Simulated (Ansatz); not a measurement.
Interaction energy ladder

The pair of Ag⁺ (SMILES [Ag+], atom 1) and SbH₃ (SMILES [SbH3], atoms 2–5), both closed shells, in one local arrangement (a lower one may exist), relaxed at PBE0-D4/def2-TZVP:

| atom | x (Å) | y (Å) | z (Å) |
| --- | --- | --- | --- |
| Ag1 | -0.0185 | 0.5324 | -2.4992 |
| Sb2 | 0.0006 | -0.0172 | 0.0809 |
| H3 | -1.2253 | -1.0164 | 0.6352 |
| H4 | -0.1247 | 1.2924 | 1.1190 |
| H5 | 1.3678 | -0.7913 | 0.6641 |

Ansatz 0.2.0; basis: def2-TZVPPD, with def2-QZVPPD for the basis limit; cores frozen in the correlated methods. Filled d shells of the heavier atoms are correlated. Core potentials replace the inner electrons of the atoms past krypton. The def2 sets are not built for correlating such inner shells, so the correlated values are less sure here. B3LYP uses VWN-RPA correlation. Extrapolation: Hartree–Fock as exp(−7.88 √X), correlation as X^−2.97. Interaction energies count from these two fragments, frozen as in the pair, with the counterpoise correction; negative means bound.

(1) What is the interaction energy by CCSD(T) at an estimated basis limit (MP2 extrapolated from triple and quadruple zeta, plus CCSD(T) − MP2 in triple zeta)? (Judge from chemistry; the value comes from the calculation.)

(2) Which atoms make the shortest contact between the fragments?

No T1 diagnostic of these runs exceeds 0.014.

Answers

(1) Computed: -47.38 kcal/mol. Hartree–Fock alone gives -28.40 kcal/mol at the basis limit. It counts from the two fragments frozen as in the pair.

The same quantity by other methods in triple zeta, and each one's difference from that estimate:
| method | E_int (kcal/mol) | difference |
| --- | --- | --- |
| PBE-D4 | -55.75 | -8.37 |
| revPBE-D4 | -51.06 | -3.68 |
| BLYP-D4 | -53.37 | -5.99 |
| r2SCAN-D4 | -53.63 | -6.25 |
| B97M-V | -50.44 | -3.06 |
| PBE0-D4 | -50.03 | -2.65 |
| B3LYP-D4 | -49.64 | -2.26 |
| HSE06-D4 | -50.04 | -2.66 |
| wB97X-V | -46.19 | 1.18 |
| wB97M-V | -45.39 | 1.99 |
| B2PLYP | -46.28 | 1.10 |
| HF | -28.11 | 19.26 |
| MP2 | -45.64 | 1.74 |
| CCSD | -39.89 | 7.49 |
| CCSD(T) | -41.93 | 5.45 |
Differences are method less estimate.

(2) Ag1 and Sb2, 2.64 Å apart.

Energy to bend the free fragments (PBE0-D4 minima) into their shapes in the pair, CCSD(T)/def2-TZVPPD: SbH₃ 4.33 kcal/mol. This must be added to the interaction energy to get the binding energy from relaxed fragments.

Basis-set superposition shift (counterpoise-corrected less uncorrected): CCSD(T) 2.05; MP2 2.04; HF 0.05; PBE0-D4 0.06; wB97M-V 0.08 kcal/mol.

For scale, one of the runs: CCSD(T)/def2-TZVPPD, 163 basis functions, launched by `ansatz run in.yaml --threads 4 --pin off --events-out ev --progress --plain --max-ram 9574MiB`. Hardware: 4 CPU threads of an AMD EPYC 7R43, shared host. Wall time 41 s; peak host memory 1.7 GiB.
